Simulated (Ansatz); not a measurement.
Reaction (substitution at a C–C bond): `CC1C[SiH2]S1` + `NN` → `CNN` + `C1CS[SiH2]1`

Gas-phase electronic energies from Ansatz, PBE0-D4/def2-TZVP geometries. CBS: MP2 limit from def2 TZ/QZ plus the TZ coupled-cluster correction, frozen cores. This one scheme is used for every species. Functionals use def2-TZVPP. B3LYP here is the variant with VWN-RPA as its local correlation; programs differ in this. Each species was taken in one conformer, which may not be the lowest.

| level | ΔE (kJ/mol) |
| --- | --- |
| B3LYP-D4 | 32.5 |
| ωB97X-V | 32.2 |
| ωB97M-V | 34.3 |
| PBE | 29.7 |
| MP2/def2-TZVPP | 40.3 |
| CCSD(T)/def2-TZVPP | 36.0 |
| MP2/def2-QZVPP | 41.0 |
| CCSD/CBS(def2) | 35.5 |

**Question.** What does CCSD(T)/CBS give? (An estimate is asked.)

**Answer.** The calculation gave: +37.1 kJ/mol. The listed levels differ from it by -4.6, -4.9, -2.8, -7.4, 3.2, -1.1, 3.9, -1.6 kJ/mol.

Largest T1 diagnostic among the species: 0.011.

In def2-TZVPP, CCSD(T) changes the Hartree–Fock value by +10.5 kJ/mol (the triples alone add +1.6 kJ/mol) and MP2 by +14.9 kJ/mol. The D4 term adds +5.4 kJ/mol with B3LYP and +3.2 kJ/mol with PBE0; it sums over pairs of atoms, weighted by their polarisabilities, and B3LYP, whose exchange is more repulsive, gets the larger term.
